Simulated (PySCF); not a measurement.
# Xenon: a sound run and one with changed settings

Sound run: Xe²⁺ [Kr] 4d10 5s2 5p4, Xe³⁺ [Kr] 4d10 5s2 5p3. Computed with PySCF 2.14 in x2c-SVPall, with scalar relativity by spin-free X2C-1e. The sound run starts from symmetry-adapted Hartree-Fock orbitals and uses a fine grid where one is needed.

Changed run: 14 angular points. This setting is unsound on purpose.

| species | method | sound run (hartree) | changed run (hartree) | converged |
| --- | --- | --- | --- | --- |
| Xe²⁺ | UHF | -7441.49504 | -7441.49504 | yes |
| Xe²⁺ | M06-2X | -7445.05376 | -7445.04889 | yes |
| Xe²⁺ | PBE | -7443.95508 | -7443.95485 | yes |
| Xe³⁺ | UHF | -7440.41554 | -7440.41554 | yes |
| Xe³⁺ | M06-2X | -7443.94276 | -7443.94276 | yes |
| Xe³⁺ | PBE | -7442.83333 | -7442.83333 | yes |

Ionisation energy of Xe²⁺:

| method | sound run (eV) | changed run (eV) |
| --- | --- | --- |
| UHF | 29.375 | 29.375 |
| M06-2X | 30.232 | 30.099 |
| PBE | 30.524 | 30.518 |

A coarse angular grid integrates products of high-l functions wrongly, so density functionals can shift, and the SCF can exploit the error; Hartree-Fock and MP2 need no grid.

For comparison, NIST gives 31.05 ± 0.04 eV between the lowest levels.
